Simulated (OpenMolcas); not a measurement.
# Cr4+: ligand-field states by method

Cr4+ with 6 ligands (water) in octahedral coordination (Th) at 1.91 Å. Ligand basis ANO-RCC-VDZP.
```
Cr    0.0000    0.0000    0.0000
O     1.9100    0.0000    0.0000
H     2.4870    0.7797    0.0000
H     2.4870   -0.7797    0.0000
O     0.0000    1.9100    0.0000
H     0.0000    2.4870    0.7797
H     0.0000    2.4870   -0.7797
O    -1.9100    0.0000    0.0000
H    -2.4870    0.7797    0.0000
H    -2.4870   -0.7797    0.0000
O     0.0000   -1.9100    0.0000
H     0.0000   -2.4870    0.7797
H     0.0000   -2.4870   -0.7797
O     0.0000    0.0000    1.9100
H     0.7797    0.0000    2.4870
H    -0.7797    0.0000    2.4870
O     0.0000    0.0000   -1.9100
H     0.7797    0.0000   -2.4870
H    -0.7797    0.0000   -2.4870
```

```json
{
  "Program": "OpenMolcas",
  "Basis": "ANO-RCC-VDZP [5s4p2d1f]",
  "Scalar Hamiltonian": "DKH2, point nucleus",
  "Active space": "2 electrons in 5 orbitals (3d)",
  "State averaging": "2S+1 = 3 even, 10 roots; 2S+1 = 1 even, 15 roots",
  "Spin-orbit coupling": "RASSI with atomic mean-field integrals over the reference wave functions"
}
```

I. CASSCF
II. SS-CASPT2, IPEA 0.25 Eh, imaginary shift 0.1 Eh (closed shells correlated: 3s 3p and the ligand valence shells)

Spin-free states (labels of O, taken over from Oh, the nearest higher group) in cm-1, each column counted from its own energy of the first state listed:

| State | Degeneracy | I | II |
| --- | --- | --- | --- |
| 3T1 | 3 | 0 | 0 |
| 1T2 | 3 | 14768 | 10250 |
| 1E | 2 | 15381 | 10470 |
| 3T2 | 3 | 18783 | 22520 |
| 1A1 | 1 | 31508 | 23680 |
| 3T1 | 3 | 32156 | 32220 |
| 1T2 | 3 | 34434 | 31870 |
| 1T1 | 3 | 38118 | 36210 |
| 3A2 | 1 | 39489 | 46520 |
| 1E | 2 | 54806 | 56390 |
| 1A1 | 1 | 74273 | 69790 |

From I to II, I's first state of the same spin (3T2) moves from 18783 to 22520 cm-1, by about +3700 cm-1.

From I to II, I's first state of another spin (1T2) moves from 14768 to 10250 cm-1, by about -4500 cm-1.

I: A least-squares ligand-field fit to the states below 45000 cm-1, each weighted by its degeneracy and with a free common offset, gives 10Dq = 20102 cm-1, B = 1015 cm-1 and C = 3808 cm-1 (C/B = 3.75), with an rms deviation of 392 cm-1. 

II: A least-squares ligand-field fit to the states below 45000 cm-1, each weighted by its degeneracy and with a free common offset, gives 10Dq = 22938 cm-1, B = 809 cm-1 and C = 2243 cm-1 (C/B = 2.77), with an rms deviation of 622 cm-1. The same method and metal basis give the free ion B = 1173 cm-1 (fit to its terms below 60000 cm-1, rms deviation 807 cm-1), so the nephelauxetic ratio is β = 809 / 1173 = 0.69; it hangs on how both fits weigh the states, and computed free-ion B values tend to be too large, so β mixes covalency with correlation.

From I to II, 10Dq changes by +14 %, B by -20 % and C by -41 %.

χT at 300 K: I 0.73, II 0.73 cm3 K/mol.

Roots that are degenerate in the reference are averaged as groups; the widest CASPT2 spread within a group is 970 cm-1 (the 3-fold group of multiplicity 1 near 36200 cm-1 above the lowest state of its run, II). Shifts and gaps below about the spread of the groups concerned are not significant. Over all roots computed the reference weight is 0.68 to 0.69 in II; a low but even weight reflects the number of correlated electrons. An orbital triplet at a regular site is open to Jahn-Teller coupling, which can distort the site and quench the lowest spin-orbit gaps and is left out. The least metal-like active orbital is 81 % on the metal (Löwdin) and no ligand orbital is active, so the numbers are rough. Ligand-to-metal charge-transfer states are missing. With no ligand orbital active B as a rule stays too high, so bands that hang on it stand too high and its fall with covalency is understated. Without dynamic correlation the repulsion within the d shell is too large (B by tens of per cent), so at a given field states of lower spin stand too high (holds for I). With metal d orbitals alone the field can be off either way by tens of per cent (holds for I). With one d shell and no ligand orbital active, 10Dq can be off by a tenth or more (holds for II). No measured value stands beside these numbers; the geometry is a model, was not optimised and need not be the one that this ion takes.
